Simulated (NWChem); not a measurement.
C₄H₅FO; SMILES O=CC/C=C/F

```xyz
11

O     -0.6408     2.7173    -0.2233
C     -0.0730     1.8368     0.3853
C      0.7490     0.7285    -0.2646
C      0.4473    -0.6259     0.3101
C     -0.1277    -1.6090    -0.3992
F     -0.4094    -2.8091     0.1294
H     -0.1144     1.7820     1.5180
H      1.8189     0.9894    -0.0810
H      0.5799     0.7761    -1.3591
H      0.6824    -0.8216     1.3701
H     -0.4107    -1.5349    -1.4641
```
Atoms are numbered in this order, from 1.

Computed with NWChem. Pople sets run with spherical d functions. Coordinates come from a PBE-D3(BJ)/def2-SVP optimisation. Level: B3LYP/6-31G* with SMD (1 M gas to 1 M solution), gas-phase geometry.

Q: What does the run give for solvent 2-propanol? Quantities: solvation free energy (kcal/mol); cavity-dispersion-structure term (kcal/mol); dipole in solution (D).

A: The solvation free energy (kcal/mol) is -5.3, the cavity-dispersion-structure term (kcal/mol) is 1.6 and the dipole in solution (D) is 2.41.
